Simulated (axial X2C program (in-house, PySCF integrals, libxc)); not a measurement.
## Nuclear properties of HfO⁺

Calculated with an axial X2C code built on PySCF integrals: two-component X2C with atomic mean-field Coulomb and Gaunt terms, Gaussian nuclei, basis Hf dyall-cv3z, O dyall-av3z with contracted cores.

R = 1.683 Å (near the PBE0 minimum at charge 1 of the determinant lowest at the starting distance; the state shown can have its own minimum elsewhere).

Determinant lowest in the PBE0 search, Ω = 1/2 (⟨Sz⟩ = 0.50, ⟨Lz⟩ = 0.00 at PBE0), spin on the atoms Hf 0.52, O -0.02:

| level | Eeff magnitude (GV/cm) | Ws magnitude Hf (kHz) | A∥/gI Hf (MHz) | qzz Hf (a.u.) | A∥/gI O (MHz) | qzz O (a.u.) |
| --- | --- | --- | --- | --- | --- | --- |
| PBE0 | 23.9 | 43.1 | 15700 | -7.51 | 39.4 | -0.62 |
| HF | 32.6 | 58.6 | 14700 | -6.55 | 9.86 | -0.71 |
| PBE50 | 25 | 45 | 15700 | -7.06 | 33.4 | -0.64 |
| TPSSh | 21.9 | 39.3 | 15500 | -7.69 | 41.6 | -0.64 |
| BHandHLYP | 26.3 | 47.6 | 15900 | -7.31 | 36.3 | -0.67 |

Determinant 0.88 eV from it at PBE0 and this distance, Ω = 3/2 (⟨Sz⟩ = -0.50, ⟨Lz⟩ = 2.00 at PBE0), spin on the atoms Hf -0.54, O 0.04:

| level | Eeff magnitude (GV/cm) | Ws magnitude Hf (kHz) | A∥/gI Hf (MHz) | qzz Hf (a.u.) | A∥/gI O (MHz) | qzz O (a.u.) |
| --- | --- | --- | --- | --- | --- | --- |
| PBE0 | 3.99 | 2.12 | 1230 | -2.86 | 1.79 | -0.54 |
| HF | 6.83 | 3.7 | 1330 | -1.06 | 3.44 | -0.64 |
| PBE50 | 4.79 | 2.58 | 1260 | -2.15 | 0.787 | -0.56 |
| TPSSh | 3.6 | 1.87 | 1290 | -3.20 | 2.26 | -0.55 |
| BHandHLYP | 4.2 | 2.21 | 1160 | -2.35 | 0.545 | -0.59 |

Eeff is the effective electric field on the electron electric dipole moment in this Ω state and Ws the scalar–pseudoscalar constant of the nucleus named (defined with the proton number Z and per Ω); A∥ (defined per Ω) follows by multiplying with gI = μI/(I μN); qzz is the electric field gradient, eQq0 = 234.96 MHz × Q/barn × qzz. The operators were transformed with the bare-nucleus X2C matrices; with these basis sets, hyperfine constants and field gradients can be off by tens of per cent, and where levels differ in sign neither size nor sign is settled.

Task: With gI(177Hf) = 0.2267, Q(177Hf) = 3.365 barn, Q(17O) = -0.02558 barn (g factors from the IAEA table of nuclear moments by Stone; Q from Pyykkö, Mol. Phys. 2018), turn the PBE0 values of the first state into constants in MHz.

Result: A∥(177Hf) = 15700 × 0.2267 = 3560 MHz; eQq0(177Hf) = 234.96 × (3.365) × (-7.51) = -5940 MHz; eQq0(17O) = 234.96 × (-0.02558) × (-0.62) = 3.73 MHz.

Each state is one determinant with collinear spin. Unrestricted Hartree–Fock can overshoot spin polarisation at the nuclei. The search compared states at one distance, so a state with another bond length can lie lower. Further determinants of the search, some of them spin-mixed, are not shown. Where a field gradient or hyperfine factor spreads by more than a factor of two over the levels, a constant derived from it is not to be relied on. PBE0 term energies can be off by some tenths of an eV.
